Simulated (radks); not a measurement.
Q: Species: Tb V. Configuration: [Xe] 4f7. Method: Dirac Kohn-Sham, LDA (Slater exchange, Perdew-Wang correlation), spin-unpolarised, spherical densities, point nucleus; open shells are shared between the two j in proportion to 2j + 1; computed with a radial shooting solver on a logarithmic mesh with Libxc functionals. Some entries of the table are withheld. Estimate them.

orbital,occ.,eigenvalue (hartree),r(max) (bohr)
1s1/2,2,-1903.999,0.01365
2s1/2,2,-317.1663,0.07773
2p1/2,2,-301.5921,0.05860
2p3/2,4,-274.1908,0.06453
3s1/2,2,-71.93092,0.2202
3p1/2,2,-65.14830,0.2074
3p3/2,4,-59.49551,0.2200
3d3/2,4,-47.77268,0.1743
3d5/2,6,-46.53876,0.1778
4s1/2,2,(1),0.5047
4p1/2,2,(2),0.5081
4p3/2,4,(3),0.5348
4d3/2,4,(4),0.5403
4d5/2,6,(5),0.5489
5s1/2,2,-3.42926,1.154
5p1/2,2,-2.65578,1.245
5p3/2,4,-2.45783,1.316
4f5/2,3,-2.02711,0.5398
4f7/2,4,-1.99332,0.5445

A: 
(1) 4s1/2 eigenvalue (hartree): -15.82644
(2) 4p1/2 eigenvalue (hartree): -13.16637
(3) 4p3/2 eigenvalue (hartree): -11.88972
(4) 4d3/2 eigenvalue (hartree): -7.49651
(5) 4d5/2 eigenvalue (hartree): -7.26384
